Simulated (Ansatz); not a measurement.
**Abstraction of H: GeH3I + B2NH4 → GeH2I + B2NH5**

Gas-phase species: GeH3I `[GeH3][I]`, singlet; B2NH4 `B[N]B`, doublet; GeH2I `[GeH2][I]`, doublet; B2NH5 `BNB`, singlet. A radical takes H: the energy is the difference in strength between the Ge–H bond broken and the N–H bond made.

Shapes, held fixed at every level: PBE0-D4/def2-TZVP. Programs: Ansatz 0.2.0. The zero-point and thermal change to 298 K, harmonic and unscaled (PBE0-D4/def2-TZVP), is +17.0 kJ/mol.

```json
{"level": "MP2/def2-SVP", "kind": "perturbation theory", "ΔH(298 K) (kJ/mol)": "-99.8", "less CCSD(T)/def2-TZVPP": "-20.6"}
{"level": "SPW92/def2-TZVPP", "kind": "LDA", "ΔH(298 K) (kJ/mol)": "-67.2", "less CCSD(T)/def2-TZVPP": "+12.0"}
{"level": "r2SCAN-D4/def2-TZVPP", "kind": "meta-GGA", "ΔH(298 K) (kJ/mol)": "-56.4", "less CCSD(T)/def2-TZVPP": "+22.8"}
{"level": "B3LYP-D4/def2-TZVPP", "kind": "global hybrid", "ΔH(298 K) (kJ/mol)": "-65.3", "less CCSD(T)/def2-TZVPP": "+13.9"}
{"level": "wB97M-V/def2-TZVPP", "kind": "range-separated hybrid", "ΔH(298 K) (kJ/mol)": "-78.8", "less CCSD(T)/def2-TZVPP": "+0.4"}
{"level": "B2PLYP/def2-TZVPP", "kind": "double hybrid", "ΔH(298 K) (kJ/mol)": "-74.9", "less CCSD(T)/def2-TZVPP": "+4.3"}
{"level": "CCSD/def2-SVP", "kind": "coupled cluster or CI", "ΔH(298 K) (kJ/mol)": "-76.3", "less CCSD(T)/def2-TZVPP": "+2.9"}
{"level": "CCSD(T)/def2-TZVPP", "kind": "coupled cluster or CI", "ΔH(298 K) (kJ/mol)": "-79.2", "less CCSD(T)/def2-TZVPP": "0.0"}
```

The highest level, CCSD(T)/def2-TZVPP, gives ΔH(298 K) = -79.2 kJ/mol; the levels span -99.8 to -56.4. The column of differences is taken from that level and isn't an error. No measured value is set beside it here. Open shells run unrestricted. For atoms past krypton def2 sets carry core potentials with scalar relativity. Relativity is left out for Ge. Outer-core shells of Ge, I are correlated, in sets that cover them unevenly.
